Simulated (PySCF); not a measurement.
In(H)2(NH2), SMILES [NH2][InH2] (H4InN), PBE0/def2-SVP optimised geometry. Atoms within 1.6 Å of the plane z = 0.0 Å (x, y, z in Å): In1 (0.07, -0.69, 0.00), H2 (1.79, -0.69, 0.00), H3 (-1.02, -2.01, 0.00), N4 (-0.79, 1.14, 0.00), H5 (-0.28, 2.01, -0.01), H6 (-1.79, 1.30, -0.01).

Method: PBE0/def2-TZVP, def2 effective core potentials past Kr (PySCF). The core electrons that the potentials of In replace are not part of the density. Cells within 0.4 Å of a nucleus heavier than hydrogen are left out (blank, or x).

Map of the deformation density (molecule minus spherical neutral atoms) (e/bohr³) on the plane z = 0.0 Å:

```
|11111111111111111111111111111|
|11111111111111111111111111111|
|11111111111111111111111111111|
|11111111111111111111111111111|
|11111111111111111111111111111|
|11111111111111111111111111111|
|11111111111110011111111111111|
|11111111111111001111111111111|
|11111111111259201111111111111|
|11111110143177311111111111111|
|11111110397xx2111111111111111|
|11111110154xx2111111111111111|
|11111111111254211111111111111|
|11111111111233111111111111111|
|11111111111210011222211111111|
|11111111111111x00233211111111|
|1111111111111xxx0245311111111|
|11111111112211xx0244211111111|
|11111111122320011222211111111|
|11111111123442222222111111111|
|11111111113543211111111111111|
|11111111111232211111111111111|
|11111111111122111111111111111|
|11111111111111111111111111111|
|11111111111111111111111111111|
|11111111111111111111111111111|
|11111111111111111111111111111|
|11111111111111111111111111111|
|11111111111111111111111111111|
```
Scale: ten equal steps from -0.023 (start of '0') to 0.107 (end of '9'), in the order '0123456789'; x runs from -4.50 to 4.50, y from -4.50 (bottom) to 4.50 (top).
